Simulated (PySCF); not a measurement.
# What a mistake does to a calculation on BClGeH3 cation

These are calculations, not measurements. The program is PySCF 2.14.0, an open-source quantum chemistry code, run on an isolated molecule that a program drew, which may never have been made. The molecule is BClGeH3 cation (charge +1, singlet), drawn as the SMILES string `[BH+][GeH2][Cl]`.

Each row is a Hartree-Fock (HF) and frozen-core CCSD(T) single point in the cc-pV(D+d)Z basis, meant for a local HF minimum. Run 1 is clean. Each other run has one planted mistake out of seven kinds, and not every kind appears here: one electron removed, one electron added, multiplicity raised by two, geometry at a saddle point, minimal basis STO-3G, one bond length entered in bohr, all coordinates scaled. The reference is restricted for singlets and unrestricted otherwise, and also for a bond in bohr. Adding or removing an electron swaps singlet and doublet. Electrons count all cores. HOMO and LUMO are orbital energies over both spins, the gradient is its largest component, and the lowest frequency (negative if imaginary) is given only where the gradient is small. Bond lengths are over the 5 bonds as drawn. T1 is the CCSD diagnostic: over 0.02 (restricted) or 0.045 (unrestricted) a single reference is doubtful. Germanium has the cc-pVDZ-PP basis, with a core potential (ECP10MDF) in place of its 10 inner electrons, and its 3s, 3p and 3d shells are frozen in CCSD(T).

Geometry of the clean run:
```xyz
6
BClGeH3 cation, angstrom
B    -1.1669   -1.3683   -0.3106
Ge   -1.9580   -2.1960   -2.1271
Cl   -3.5770   -3.2043   -1.1681
H    -0.8213   -0.9681    0.7488
H    -2.4138   -1.0327   -2.9752
H    -0.9146   -3.1455   -2.6655
```

```
run  electrons  basis functions  <S^2>  HOMO (eV)  LUMO (eV)  gradient (hartree/bohr)  lowest frequency (cm^-1)  mean bond (Å)  longest bond (Å)      T1  HF (hartree)  CCSD(T) (hartree)                          mistake
  1         56               75  0.000     -17.06      -5.64                  1.9e-05                        97         1.6972             2.147  0.0146    -778.99946         -779.33206                         no fault
  2         56               75  1.033     -14.68      -5.69                  2.1e-02                         -         2.0771             4.034  0.0236    -778.91113         -779.21749  one bond length entered in bohr
  3         56               75  2.037     -15.04      -8.86                  2.0e-02                         -         1.6972             2.147  0.0326    -778.88150         -779.21300       multiplicity raised by two
  4         55               75  0.760     -24.10     -13.80                  5.8e-02                         -         1.6972             2.147  0.0256    -778.43417         -778.73854                                ?
```

**Which mistake was planted in run 4, and what did it cost?**

It counts 55 electrons, one fewer than the clean run, at the same geometry and basis. So the mistake is: one electron removed. Subtracting run 1 and multiplying by 627.51 kcal/mol a hartree, the energy moved by 354.7 kcal/mol in HF and 372.4 kcal/mol in CCSD(T).

